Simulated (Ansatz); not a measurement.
Gas-phase electronic energies from Ansatz, PBE0-D4/def2-TZVP geometries. CCSD(T)/CBS adds triple-zeta CCSD(T) − MP2 to the extrapolated MP2 energy (def2 sets, frozen cores). This one scheme is used for every species. DFT in def2-TZVPP. Triplets are unrestricted, without spin–orbit coupling. Each species was taken in one conformer, which may not be the lowest.

Consider the formal loss of a carbene: `CB[SiH](O)[SiH3]` → `[CH2]` (triplet) + `B[SiH](O)[SiH3]`.

| species | ωB97X-V energy (Eh) |
| --- | --- |
| `CB[SiH](O)[SiH3]` | -722.53985 |
| `[CH2]` (triplet) | -39.14786 |
| `B[SiH](O)[SiH3]` | -683.20343 |

Work out ΔE.

ΔE = (-39.14786) + (-683.20343) − (-722.53985) = 0.18856 Eh = +5.13 eV. CCSD(T)/CBS gives +5.02 eV.

Largest T1 diagnostic among the species: 0.014.

In def2-TZVPP, CCSD(T) changes the Hartree–Fock value by +1.48 eV (the triples alone add +0.13 eV) and MP2 by +1.62 eV. From PBE to PBE0 (25 % exact exchange), in def2-TZVPP and without D4, ΔE moves by −0.10 eV. The D4 term adds +0.11 eV with B3LYP and +0.06 eV with PBE0; it sums over pairs of atoms, weighted by their polarisabilities, and B3LYP, whose exchange is more repulsive, gets the larger term.

B3LYP here is the variant with VWN-RPA as its local correlation; programs differ in this.
